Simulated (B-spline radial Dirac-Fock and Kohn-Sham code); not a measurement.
**Binding energies of Bi¹⁹⁺ at several levels of theory**

System: the Bi¹⁹⁺ ion in the configuration 1s2 2s2 2p6 3s2 3p6 3d10 4s2 4p6 4d10 4f14 5s2 5p2.

The density-functional columns are spherical, spin-unpolarised Dirac-Kohn-Sham results without Breit or QED terms: −ε is minus the orbital energy of the initial state and ΔSCF the difference of two total energies. The reference in the last column comes from Dirac-Fock energy differences between relaxed states, corrected for Breit and QED terms. All numbers are from a radial atomic solver, in eV; a selection of levels is shown. The Kohn-Sham columns are given as differences from the reference. For the 1s level of heavy atoms much of the gap between ΔSCF and the reference is the Breit and QED part, -514.9 eV here; for other levels the error of the functional can be larger.

```
level  LDA −ε − DF  LDA ΔSCF − DF  Dirac-Fock
    K       -160.6         +505.2     90987.7
   L1       -185.2          -51.6     16853.4
   L2       -126.4          +44.0     16172.4
   L3       -150.4           -8.6     13878.4
   M1       -108.8          -62.3      4455.8
   M2        -87.8          -38.2      4151.2
   M3        -87.8          -42.9      3631.5
   M4        -64.9          -12.5      3139.4
   M5        -66.9          -16.2      3030.9
   N1        -63.5          -38.1      1383.0
   N2        -53.8          -28.4      1249.3
   N3        -53.3          -29.3      1119.2
   N4        -39.9          -16.0       902.6
   N5        -39.9          -16.4       878.1
   N6        -22.0           +1.6       595.3
   N7        -22.3           +1.0       589.9
   O1         -9.3           +5.4       554.2
 O2,3        -10.0           +3.6       484.4
```

Values without a named source are computed, but for edge energies of neutral atoms, which are taken from tables.
